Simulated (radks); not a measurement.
Question: The terbium ion Tb19+, 46 electrons, occupied as [Kr] 4d10. All-electron calculation, Dirac Kohn-Sham, PBE, spin-unpolarised, spherical densities, point nucleus. Program: a radial shooting solver on a logarithmic mesh with Libxc functionals.

Spin-orbit splittings of the eigenvalues, e(l+1/2) - e(l-1/2), with zeta = 2 splitting/(2l+1) and mean radii in bohr:

shell  occ.  splitting (eV)  zeta (eV)  <r> j=l-1/2  <r> j=l+1/2
2p        6               ?          ?      0.07592      0.08287
3p        6           154.5      103.0       0.2283       0.2413
3d       10           33.63      13.45       0.2137       0.2178
4p        6           38.63      25.75       0.5272       0.5514
4d       10           7.623      3.049       0.5619       0.5693

Estimate the 2p splitting.

Answer: 746.2 eV (zeta = 497.5 eV).
